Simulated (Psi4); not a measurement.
Calculation: SAPT0/jun-cc-pVDZ, frozen core (Psi4).

Psi4 input:

```
molecule {
0 1
Si 0.00000313 0.00000035 -0.00000105
H -0.24744887 -1.03918667 -1.02483654
H -0.71244218 1.24229531 -0.37490557
H 1.45267745 0.27132093 0.08692341
H -0.49278953 -0.47442993 1.31281975
--
0 1
Ge 1.24040115 4.07455232 0.59110969
H 1.10972802 5.11077601 1.71718746
H 2.29203465 3.02512820 0.98055280
H 1.67381889 4.77759979 -0.70379054
H -0.11397820 3.38471482 0.37050071
units angstrom
symmetry c1
no_reorient
no_com
}
set basis jun-cc-pvdz
set scf_type df
set freeze_core true
energy('sapt0')
```

Part of the output:

```
    SAPT Results
  --------------------------------------------------------------------------------------------------------
    Electrostatics                 -1.25547185 [mEh]      -0.78782048 [kcal/mol]      -3.29624089 [kJ/mol]
      Elst10,r                     -1.25547185 [mEh]      -0.78782048 [kcal/mol]      -3.29624089 [kJ/mol]

    Exchange                        4.77085054 [mEh]       2.99375391 [kcal/mol]      12.52586636 [kJ/mol]
      Exch10                        4.77085054 [mEh]       2.99375391 [kcal/mol]      12.52586636 [kJ/mol]
      Exch10(S^2)                   4.75277208 [mEh]       2.98240951 [kcal/mol]      12.47840138 [kJ/mol]

    Induction                      -0.45667326 [mEh]      -0.28656679 [kcal/mol]      -1.19899547 [kJ/mol]
      Ind20,r                      -0.86115748 [mEh]      -0.54038448 [kcal/mol]      -2.26096866 [kJ/mol]
      Exch-Ind20,r                  0.79717486 [mEh]       0.50023478 [kcal/mol]       2.09298231 [kJ/mol]
      delta HF,r (2)               -0.39269063 [mEh]      -0.24641709 [kcal/mol]      -1.03100911 [kJ/mol]

    Dispersion                     -1.94448267 [mEh]      -1.22018130 [kcal/mol]      -5.10523855 [kJ/mol]
      Disp20                       -2.16660005 [mEh]      -1.35956206 [kcal/mol]      -5.68840764 [kJ/mol]
      Exch-Disp20                   0.22211738 [mEh]       0.13938076 [kcal/mol]       0.58316909 [kJ/mol]
      Disp20 (SS)                  -1.08330002 [mEh]      -0.67978103 [kcal/mol]      -2.84420382 [kJ/mol]
      Disp20 (OS)                  -1.08330002 [mEh]      -0.67978103 [kcal/mol]      -2.84420382 [kJ/mol]
      Exch-Disp20 (SS)              0.11768130 [mEh]       0.07384613 [kcal/mol]       0.30897220 [kJ/mol]
      Exch-Disp20 (OS)              0.10443608 [mEh]       0.06553463 [kcal/mol]       0.27419689 [kJ/mol]

  Total HF                          3.05870543 [mEh]       1.91936664 [kcal/mol]       8.03063000 [kJ/mol]
  Total SAPT0                       1.11422276 [mEh]       0.69918534 [kcal/mol]       2.92539146 [kJ/mol]
```
